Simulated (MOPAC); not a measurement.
MOPAC input (PM3):

```
PM3 1SCF UHF MS=0.5 GEO-OK AUX(PRECISION=9) THREADS=1
C3H10NSi

C     1.17523500 1   -0.33891300 1   -1.43541200 1
Si    0.03012300 1    0.00343900 1   -0.01996200 1
C    -1.57548200 1    0.68781800 1   -0.69610000 1
C    -0.21572000 1   -1.57787800 1    0.95081000 1
N     0.64354800 1    1.18628100 1    1.09939600 1
H     1.96001400 1   -1.08873100 1   -1.39641900 1
H     1.17839100 1    0.24596100 1   -2.35062000 1
H    -2.03745500 1   -0.01358100 1   -1.39409100 1
H    -2.28391300 1    0.88612000 1    0.11050000 1
H    -1.40975300 1    1.62460700 1   -1.23464300 1
H    -0.90244500 1   -1.41961200 1    1.78456100 1
H     0.73057700 1   -1.94110600 1    1.36027300 1
H    -0.62249500 1   -2.36812200 1    0.31625100 1
H     1.44081200 1    0.94803300 1    1.67142300 1
H     0.71551300 1    2.14814800 1    0.80066500 1
```

Output:

```
 *******************************************************************************
 **                                                                           **
 **                              MOPAC v23.2.5                                **
 **                                                                           **
 *******************************************************************************
 ** MOPAC's Digital Object Identifier: https://doi.org/10.5281/zenodo.6511958 **
 **                                                                           **
 ** Please cite the open-source release paper for use of this MOPAC version:  **
 ** J. E. Moussa and J. J. P. Stewart (2026)                                  **
 ** MOPAC: An open-source semiempirical molecular orbital program             **
 ** J. Open Source Softw., 11(119), 8025, https://doi.org/10.21105/joss.08025 **
 *******************************************************************************

                              PM3 CALCULATION RESULTS

 *******************************************************************************
 *  PM3        - The PM3 Hamiltonian to be used
 *  GEO-OK     - OVERRIDE INTERATOMIC DISTANCE AND OTHER SAFETY CHECKS
 *  UHF        - UNRESTRICTED HARTREE-FOCK CALCULATION
 *  MS=        - IN MECI, MAGNETIC COMPONENT OF SPIN =  0.5
 *  1SCF       - DO 1 SCF AND THEN STOP
 *  AUX        - OUTPUT AUXILIARY INFORMATION
 *******************************************************************************
PM3 1SCF UHF MS=0.5 GEO-OK AUX(PRECISION=9) THREADS=1
 C3H10NSi

   ATOM   CHEMICAL          X               Y               Z
  NUMBER   SYMBOL      (ANGSTROMS)     (ANGSTROMS)     (ANGSTROMS)

     1       C          1.17523500  *  -0.33891300  *  -1.43541200  *
     2      Si          0.03012300  *   0.00343900  *  -0.01996200  *
     3       C         -1.57548200  *   0.68781800  *  -0.69610000  *
     4       C         -0.21572000  *  -1.57787800  *   0.95081000  *
     5       N          0.64354800  *   1.18628100  *   1.09939600  *
     6       H          1.96001400  *  -1.08873100  *  -1.39641900  *
     7       H          1.17839100  *   0.24596100  *  -2.35062000  *
     8       H         -2.03745500  *  -0.01358100  *  -1.39409100  *
     9       H         -2.28391300  *   0.88612000  *   0.11050000  *
    10       H         -1.40975300  *   1.62460700  *  -1.23464300  *
    11       H         -0.90244500  *  -1.41961200  *   1.78456100  *
    12       H          0.73057700  *  -1.94110600  *   1.36027300  *
    13       H         -0.62249500  *  -2.36812200  *   0.31625100  *
    14       H          1.44081200  *   0.94803300  *   1.67142300  *
    15       H          0.71551300  *   2.14814800  *   0.80066500  *

          CARTESIAN COORDINATES

    NO.       ATOM           X           Y           Z

     1         C          1.1752     -0.3389     -1.4354
     2        Si          0.0301      0.0034     -0.0200
     3         C         -1.5755      0.6878     -0.6961
     4         C         -0.2157     -1.5779      0.9508
     5         N          0.6435      1.1863      1.0994
     6         H          1.9600     -1.0887     -1.3964
     7         H          1.1784      0.2460     -2.3506
     8         H         -2.0375     -0.0136     -1.3941
     9         H         -2.2839      0.8861      0.1105
    10         H         -1.4098      1.6246     -1.2346
    11         H         -0.9024     -1.4196      1.7846
    12         H          0.7306     -1.9411      1.3603
    13         H         -0.6225     -2.3681      0.3163
    14         H          1.4408      0.9480      1.6714
    15         H          0.7155      2.1481      0.8007

  H: (PM3): J. J. P. STEWART, J. COMP. CHEM. 10, 209 (1989).
  C: (PM3): J. J. P. STEWART, J. COMP. CHEM. 10, 209 (1989).
  N: (PM3): J. J. P. STEWART, J. COMP. CHEM. 10, 209 (1989).
 Si: (PM3): J. J. P. STEWART, J. COMP. CHEM. 10, 209 (1989).

           Empirical Formula: C3 H10 N Si  =    15 atoms

      MOLECULAR POINT GROUP   :   Cs

          UHF CALCULATION, NO. OF ALPHA ELECTRONS =   16
                           NO. OF BETA  ELECTRONS =   15

 -------------------------------------------------------------------------------
 PM3 1SCF UHF MS=0.5 GEO-OK AUX(PRECISION=9) THREADS=1
 C3H10NSi

     1SCF WAS SPECIFIED, SO BFGS WAS NOT USED
     SCF FIELD WAS ACHIEVED

                              PM3 CALCULATION
                                                       MOPAC v23.2.5 Linux

          FINAL HEAT OF FORMATION =        -20.26403 KCAL/MOL =     -84.78469 KJ/MOL

          COSMO AREA              =        138.76 SQUARE ANGSTROMS
          COSMO VOLUME            =        132.43 CUBIC ANGSTROMS

          IONIZATION POTENTIAL    =          8.695453 EV
          ALPHA SOMO LUMO (EV)    =         -8.907  0.942
          BETA  SOMO LUMO (EV)    =         -8.695  0.402
          NO. OF ALPHA ELECTRONS  =         16
          NO. OF BETA  ELECTRONS  =         15
          MOLECULAR WEIGHT        =         88.2042         POINT GROUP:  Cs

          MOLECULAR DIMENSIONS (Angstroms)

            Atom       Atom       Distance
            H    11    H     7     4.91973
            H     8    H    14     4.67034
            H    10    H     6     3.81050

          SCF CALCULATIONS        =          1

   ATOM   CHEMICAL          X               Y               Z
  NUMBER   SYMBOL      (ANGSTROMS)     (ANGSTROMS)     (ANGSTROMS)

     1       C          1.17523500  *  -0.33891300  *  -1.43541200  *
     2      Si          0.03012300  *   0.00343900  *  -0.01996200  *
     3       C         -1.57548200  *   0.68781800  *  -0.69610000  *
     4       C         -0.21572000  *  -1.57787800  *   0.95081000  *
     5       N          0.64354800  *   1.18628100  *   1.09939600  *
     6       H          1.96001400  *  -1.08873100  *  -1.39641900  *
     7       H          1.17839100  *   0.24596100  *  -2.35062000  *
     8       H         -2.03745500  *  -0.01358100  *  -1.39409100  *
     9       H         -2.28391300  *   0.88612000  *   0.11050000  *
    10       H         -1.40975300  *   1.62460700  *  -1.23464300  *
    11       H         -0.90244500  *  -1.41961200  *   1.78456100  *
    12       H          0.73057700  *  -1.94110600  *   1.36027300  *
    13       H         -0.62249500  *  -2.36812200  *   0.31625100  *
    14       H          1.44081200  *   0.94803300  *   1.67142300  *
    15       H          0.71551300  *   2.14814800  *   0.80066500  *

                             CARTESIAN COORDINATES

   1    C        1.175235000    -0.338913000    -1.435412000
   2   Si        0.030123000     0.003439000    -0.019962000
   3    C       -1.575482000     0.687818000    -0.696100000
   4    C       -0.215720000    -1.577878000     0.950810000
   5    N        0.643548000     1.186281000     1.099396000
   6    H        1.960014000    -1.088731000    -1.396419000
   7    H        1.178391000     0.245961000    -2.350620000
   8    H       -2.037455000    -0.013581000    -1.394091000
   9    H       -2.283913000     0.886120000     0.110500000
  10    H       -1.409753000     1.624607000    -1.234643000
  11    H       -0.902445000    -1.419612000     1.784561000
  12    H        0.730577000    -1.941106000     1.360273000
  13    H       -0.622495000    -2.368122000     0.316251000
  14    H        1.440812000     0.948033000     1.671423000
  15    H        0.715513000     2.148148000     0.800665000

           Empirical Formula: C3 H10 N Si  =    15 atoms

      MOLECULAR POINT GROUP   :   Cs

          ALPHA EIGENVALUES
 -30.08612 -28.10535 -27.29522 -26.48714 -15.22422 -14.63904 -14.12496 -13.90260
 -13.87571 -13.06477 -12.98156 -11.94003 -11.23138 -10.51299  -9.55629  -8.90727
   0.94193   1.26157   1.50005   1.56636   4.46091   4.65862   4.77106   4.77754
   4.81115   4.84645   4.86534   4.95929   5.00773   5.82736

           BETA EIGENVALUES
 -29.94685 -28.09003 -27.27199 -25.00353 -15.20117 -14.60401 -13.96096 -13.84859
 -13.64030 -13.05912 -12.87924 -11.63012 -10.88990 -10.46660  -8.69545   0.40226
   1.22085   1.51690   1.97518   2.24125   4.61821   4.77905   4.78833   4.82226
   4.85564   4.86916   5.02151   5.16255   5.40039   5.84782

              NET ATOMIC CHARGES AND DIPOLE CONTRIBUTIONS

  ATOM NO.   TYPE          CHARGE      No. of ELECS.   s-Pop       p-Pop
    1          C          -0.354212        4.3542     1.27883     3.07538
    2         Si           0.528225        3.4718     1.01849     2.45329
    3          C          -0.273572        4.2736     1.15602     3.11755
    4          C          -0.273726        4.2737     1.15605     3.11767
    5          N          -0.178193        5.1782     1.39514     3.78306
    6          H           0.067383        0.9326     0.93262
    7          H           0.067252        0.9327     0.93275
    8          H           0.056801        0.9432     0.94320
    9          H           0.059742        0.9403     0.94026
   10          H           0.052757        0.9472     0.94724
   11          H           0.059705        0.9403     0.94029
   12          H           0.052771        0.9472     0.94723
   13          H           0.056783        0.9432     0.94322
   14          H           0.039135        0.9609     0.96086
   15          H           0.039148        0.9609     0.96085
 DIPOLE           X         Y         Z       TOTAL
 POINT-CHG.    -0.512     0.167     0.650     0.844
 HYBRID         1.019     0.030    -0.805     1.299
 SUM            0.507     0.197    -0.155     0.566

          ATOMIC ORBITAL ELECTRON POPULATIONS

     Atom    s        px        py        pz
    1  C   1.27883   1.02640   1.00480   1.04417
    2 Si   1.01849   0.84078   0.82413   0.78837
    3  C   1.15602   1.05651   1.02860   1.03245
    4  C   1.15605   1.02897   1.05318   1.03553
    5  N   1.39514   1.41899   1.01342   1.35065
    6  H   0.93262
    7  H   0.93275
    8  H   0.94320
    9  H   0.94026
   10  H   0.94724
   11  H   0.94029
   12  H   0.94723
   13  H   0.94322
   14  H   0.96086
   15  H   0.96085

                    (SZ)    =    0.500000
                    (S**2)  =    0.784239

          ATOMIC ORBITAL SPIN POPULATIONS

    Atom   Total    s     px     py     pz
         Atomic
    1  C  1.2549  0.081  0.458  0.471  0.245
    2 Si -0.1550 -0.027 -0.046 -0.023 -0.059
    3  C  0.0246  0.004  0.011  0.005  0.004
    4  C  0.0235  0.004  0.002  0.011  0.007
    5  N  0.0301  0.004 -0.005  0.011  0.020
    6  H -0.0806 -0.081
    7  H -0.0806 -0.081
    8  H -0.0024 -0.002
    9  H -0.0046 -0.005
   10  H -0.0016 -0.002
   11  H -0.0045 -0.005
   12  H -0.0016 -0.002
   13  H -0.0023 -0.002
   14  H  0.0000  0.000
   15  H  0.0001  0.000

 **********************
 *                    *
 * JOB ENDED NORMALLY *
 *                    *
 **********************

 == MOPAC DONE ==
```

The geometry given is a B3LYP-D3(BJ)/def2-TZVP minimum.
